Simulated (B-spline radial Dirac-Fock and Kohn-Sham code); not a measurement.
## Kohn-Sham estimates against Dirac-Fock for the levels of Cl⁺

System: Cl⁺, configuration [Ne] 3s2 3p4.

The density-functional columns are spherical, spin-unpolarised Dirac-Kohn-Sham results without Breit or QED terms: −ε is minus the orbital energy of the initial state and ΔSCF the difference of two total energies. The reference in the last column comes from ΔSCF Dirac-Fock with Breit, self-energy and vacuum polarisation, finite nucleus, configuration average. All numbers are from a radial B-spline solver, in eV; a selection of levels is shown. The Kohn-Sham columns are given as differences from the reference.

```
     level  LDA −ε − DF  LDA ΔSCF − DF  PBE −ε − DF  PBE ΔSCF − DF  Dirac-Fock
    K (1s)        -91.4           +5.5        -82.0          +15.3      2846.1
   L1 (2s)        -30.6          -12.3        -29.6          -11.4       295.0
L2 (2p1/2)        -19.0           +1.2        -18.9           +1.3       224.5
   M1 (3s)         -7.2           -0.6         -7.1           -0.5       39.22
 M2,3 (3p)         -4.8           +1.2         -4.9           +1.1       24.30
```

For the outermost level NIST gives 23.81364 eV (measured); the differences from it are LDA −ε -4.30, LDA ΔSCF +1.72, PBE −ε -4.39, PBE ΔSCF +1.63, Dirac-Fock +0.49 eV. The computed values are configuration averages and the table refers to the lowest terms.
